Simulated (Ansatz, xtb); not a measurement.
# Relaxing a trial structure of ClFH2Si2Sn

The starting geometry of this gas-phase singlet was built from a drawn formula by distance geometry and a force field; its bonds are those of `F[Si]#[Si][SnH2][Cl]`.

```xyz
7

Cl    1.2483    0.6481    1.9792
F    -4.1215   -2.9772   -1.2423
Si   -2.6050   -2.2632   -0.9348
Si   -0.9054   -1.5303   -0.5306
Sn    1.3926   -0.4824   -0.0709
H     2.5491   -1.8051    0.0472
H     1.8086    0.5584   -1.3689
```

Problem. Where would you expect an optimisation with r2SCAN-D4/def2-SVP to take it?

Solution. A new bond forms, giving a structure given below by its coordinates. Distances that change by over a tenth: Si3–Si4 (1.89 → 2.12 Å). Contacts that close: Si3–Sn5 (4.46 → 2.79 Å).

The energy falls by 1.92 eV over 22 steps:

```tsv
step	E − E(last) (eV)
1	1.920
3	1.487
6	0.654
8	0.483
10	0.380
13	0.242
15	0.134
17	0.054
20	0.001
22	0.000
```

Final geometry (Å):

```yaml
atoms:
  - { symbol: Cl, position_ang: [0.8179, 0.7520, 1.5495] }
  - { symbol: F, position_ang: [-2.6615, -1.2680, -1.7201] }
  - { symbol: Si, position_ang: [-1.7422, -2.0237, -0.6266] }
  - { symbol: Si, position_ang: [-0.5374, -3.0565, 0.7755] }
  - { symbol: Sn, position_ang: [0.7584, -0.8719, -0.1911] }
  - { symbol: H, position_ang: [2.3731, -1.4288, -0.3097] }
  - { symbol: H, position_ang: [0.3584, 0.0452, -1.5985] }
```

From the same start GFN2-xTB ends elsewhere, differing in Cl1–Si4 (2.14 against 4.12 Å here), Si4–Sn5 (4.02 against 2.72 Å here).

The end wasn't checked by frequencies. Atoms past krypton carry core potentials, without spin–orbit terms. Run with Ansatz 0.2.0, 67 s on 2 threads of Intel(R) Xeon(R) Platinum 8259CL CPU @ 2.50GHz (Skylake/Cascade Lake) (shared host).
